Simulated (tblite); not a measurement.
Species: C₆H₁₄S₂Si.
Numbering: `[CH3:1][S:2][Si@@H:3]1[CH2:4][C@H:5]1[S:6][CH:7]([CH3:8])[CH3:9]` (hydrogens: H10, H11, H12 on C1; H13 on Si3; H14, H15 on C4; H16 on C5; H17 on C7; H18, H19, H20 on C8; H21, H22, H23 on C9)

Structure used (GFN2-xTB), in Å, numbered top down from 1:
```
atom  x, y, z in Å
C1     4.968   -0.069   -0.090
S2     3.641    0.055   -1.333
Si3    2.064    0.771   -0.090
C4     0.980   -0.497    0.786
C5     0.346    0.110   -0.479
S6    -1.045    1.213   -0.256
C7    -2.450    0.026   -0.435
C8    -3.715    0.833   -0.672
C9    -2.560   -0.867    0.789
H10    5.144    0.905    0.354
H11    4.691   -0.792    0.669
H12    5.856   -0.402   -0.616
H13    2.280    2.083    0.480
H14    0.496   -0.220    1.712
H15    1.191   -1.559    0.740
H16    0.181   -0.556   -1.316
H17   -2.213   -0.570   -1.321
H18   -3.928    1.461    0.191
H19   -3.599    1.475   -1.542
H20   -4.558    0.166   -0.838
H21   -2.740   -0.264    1.677
H22   -3.388   -1.563    0.667
H23   -1.647   -1.439    0.935
```

Calculated harmonic vibrations of the isolated species, GFN2-xTB (tblite), most abundant isotopes, no scaling. This tight-binding method is rough: wavenumbers can miss measured ones by several per cent, in bad cases by 10 to 20. Modes of hydrogen on silicon can be 10 to 20 % off. One conformer, not necessarily the lowest.

Harmonic wavenumbers (cm⁻¹): 30.6, 35.3, 43.2, 81.1, 95.0, 122.9, 149.4, 162.8, 197.1, 219.8, 229.2, 268.6, 319.9, 353.8, 416.1, 460.8, 512.7, 593.1, 635.1, 664.7, 716.3, 720.6, 745.2, 776.6, 903.6, 929.2, 943.6, 945.6, 956.5, 977.1, 1018.2, 1045.5, 1065.6, 1086.6, 1145.9, 1164.6, 1191.0, 1241.0, 1301.4, 1320.2, 1402.3, 1412.2, 1413.9, 1452.1, 1458.8, 1482.8, 1489.9, 1492.9, 1501.2, 2384.2, 2924.4, 3012.5, 3012.9, 3020.4, 3031.7, 3032.3, 3037.1, 3039.5, 3041.3, 3042.8, 3045.7, 3063.0, 3068.6.

A = 3134, B = 369.9, C = 356.5 MHz; mass 178.031 u (most abundant isotopes); point group C1, symmetry number 1.

Question: What is the zero-point energy?

Answer: ½Σν̃ = 40324 cm⁻¹ = 115.29 kcal/mol.

Question: Give the ideal-gas entropy at 298.15 K and 1 bar in the rigid-rotor, harmonic-oscillator model (classical rotation).

Answer: Translation 41.46, rotation 31.03, vibration 48.07: S = 120.6 cal/(mol K).

Question: And Cp and H(298.15 K) − H(0)?

Answer: Cp = 49.74 cal/(mol K), of which vibrations give 41.79 (their classical limit is 63 R = 125.2); H(298.15 K) − H(0) = 9.29 kcal/mol without the zero-point energy, 6.92 from vibrations.

Question: Which modes carry the vibrational entropy at 298.15 K?

Answer: 30.6 cm⁻¹: 5.79; 35.3 cm⁻¹: 5.51; 43.2 cm⁻¹: 5.11; 81.1 cm⁻¹: 3.86; 95.0 cm⁻¹: 3.55; 122.9 cm⁻¹: 3.05 cal/(mol K); the other 57 give 21.19 together.

Question: What must be added to the electronic energy to get the Gibbs energy at 298.15 K and 1 bar?

Answer: ZPE + [H(298.15 K) − H(0)] − T·S = 115.29 + 9.29 − 35.95 = 88.63 kcal/mol.

Question: How do the functions run with temperature in this model?

Answer: 
```tsv
T (K)	S (cal/(mol K))	Cp (cal/(mol K))	H − H(0) (kcal/mol)	G − H(0) (kcal/mol)	ln q(vib)
50	66.2	18.0	0.64	-2.67	1.55
100	81.3	26.1	1.75	-6.38	3.99
373.15	132.7	58.3	13.34	-36.16	15.39
500	151.5	70.8	21.57	-54.21	20.01
750	183.8	88.3	41.63	-96.26	28.41
1000	211.0	100.1	65.26	-145.70	36.00
```

q(vib) and H(0) count from the zero-point level.

Hindered rotation and anharmonicity are outside this model. Other conformers, if any are populated, would add a mixing term that is left out. The structure is chiral; the term R ln 2 for an equal mix with its mirror image is left out.
